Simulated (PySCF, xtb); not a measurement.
Si(H)(F)(OH)2 (FH₃O₂Si), SMILES O[SiH](O)F. Other conformers were not sampled.

Harmonic wavenumbers (cm⁻¹) from GFN2-xTB (xtb) at its own minimum, in rising order: 160, 230, 264, 319, 319, 659, 665, 769, 808, 812, 913, 995, 2482, 3656, 3696.

### Question
What does PySCF with PBE0-D3(BJ)/def2-SVP give at its own minimum? (Estimate from the structure and the level; the computed values follow.)

### Answer
177, 209, 303, 356, 390, 754, 782, 830, 846, 898, 963, 1012, 2347, 3932, 3942. Paired by order, the mean absolute difference is 87 cm⁻¹ and the zero-point energies are 23.9 and 25.4 kcal/mol.
